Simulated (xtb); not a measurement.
CH6O2Si2, SMILES O[Si@H]1OC[SiH2]1. All values are semi-empirical tight-binding results from xtb (GFN2-xTB unless named), good for trends rather than for accurate numbers. Coordinates come from a GFN2-xTB optimisation. The structure was generated by enumeration; whether it is a known compound was not checked. The values are those of a single conformer.

Computed properties:
```json
{
 "orbital_gap": "3.94 eV",
 "dipole_moment": "1.73 D",
 "zero_point_energy": "43.1 kcal/mol",
 "G − E(el) at 298.15 K (modified RRHO)": "23.7 kcal/mol",
 "static polarisability (D4 model)": "74.5 bohr³",
 "solvation energy, GFN2-xTB/ALPB(water)": "-4.2 kcal/mol",
 "solvation energy, GFN2-xTB/ALPB(dmso)": "-7.8 kcal/mol"
}
```
